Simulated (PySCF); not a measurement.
4-bromoanisole, C₇H₇BrO

Molfile (atoms numbered from 1):
```
C7H7BrO
     RDKit          3D

 16 16  0  0  0  0  0  0  0  0999 V2000
    3.2959    0.6914   -0.0715 C   0  0  0  0  0  0  0  0  0  0  0  0
    2.3545   -0.1582   -0.6642 O   0  0  0  0  0  0  0  0  0  0  0  0
    1.0567   -0.0243   -0.3291 C   0  0  0  0  0  0  0  0  0  0  0  0
    0.1609   -0.9009   -0.9577 C   0  0  0  0  0  0  0  0  0  0  0  0
   -1.1962   -0.8422   -0.6793 C   0  0  0  0  0  0  0  0  0  0  0  0
   -1.6752    0.0988    0.2356 C   0  0  0  0  0  0  0  0  0  0  0  0
   -3.5229    0.1806    0.6158 Br  0  0  0  0  0  0  0  0  0  0  0  0
   -0.7976    0.9733    0.8656 C   0  0  0  0  0  0  0  0  0  0  0  0
    0.5685    0.9148    0.5859 C   0  0  0  0  0  0  0  0  0  0  0  0
    3.3246    0.5714    1.0261 H   0  0  0  0  0  0  0  0  0  0  0  0
    3.0985    1.7522   -0.3075 H   0  0  0  0  0  0  0  0  0  0  0  0
    4.2742    0.4135   -0.4834 H   0  0  0  0  0  0  0  0  0  0  0  0
    0.5589   -1.6272   -1.6687 H   0  0  0  0  0  0  0  0  0  0  0  0
   -1.8885   -1.5271   -1.1719 H   0  0  0  0  0  0  0  0  0  0  0  0
   -1.1754    1.7069    1.5799 H   0  0  0  0  0  0  0  0  0  0  0  0
    1.2392    1.6099    1.0912 H   0  0  0  0  0  0  0  0  0  0  0  0
  1  2  1  0
  2  3  1  0
  3  4  1  0
  4  5  2  0
  5  6  1  0
  6  7  1  0
  6  8  2  0
  8  9  1  0
  9  3  2  0
  1 10  1  0
  1 11  1  0
  1 12  1  0
  4 13  1  0
  5 14  1  0
  8 15  1  0
  9 16  1  0
M  END
```

Level of theory: PySCF 2.14.0, quadratic response CAM-B3LYP/aug-cc-pVDZ first hyperpolarisability, Taylor convention, gas phase. Geometry: PBE0-D3(BJ)/def2-SVP.

The calculation is non-relativistic, which matters for the atoms heavier than Zn.

Problem. What is the first hyperpolarisability, and how does it disperse?

Solution. In au, Taylor convention; the vector part is βᵢ = ⅓ Σⱼ (βᵢⱼⱼ + βⱼᵢⱼ + βⱼⱼᵢ); β∥ is 3/5 of the vector part along the dipole, the dipole points from − to +:
| process | λ (nm) | β vector norm | β∥ | β HRS | depolarisation ratio |
| --- | --- | --- | --- | --- | --- |
| static β(0;0,0) | ∞ | 228.8 | 104.0 | 95.5 | 4.87 |
| second harmonic β(−2ω;ω,ω) | 1907 | 238.8 | 108.8 | 99.7 | 4.86 |
| Pockels β(−ω;ω,0) | 1907 | 232.1 | 105.6 | – | – |
| second harmonic β(−2ω;ω,ω) | 1064 | 263.6 | 120.8 | 110.2 | 4.81 |
| Pockels β(−ω;ω,0) | 1064 | 239.5 | 109.2 | – | – |

Problem. Which lowest excitations, dipole and polarisabilities go with it?

Solution. S1 4.90 eV (f = 0.030); S2 5.38 eV (f = 0.001); S3 5.60 eV (f = 0.215); dipole 2.81 D; isotropic α 110.7 au static, 111.1 au at 1907 nm, 112.1 au at 1064 nm, 112.5 au at 953.5 nm, 116.9 au at 532 nm.
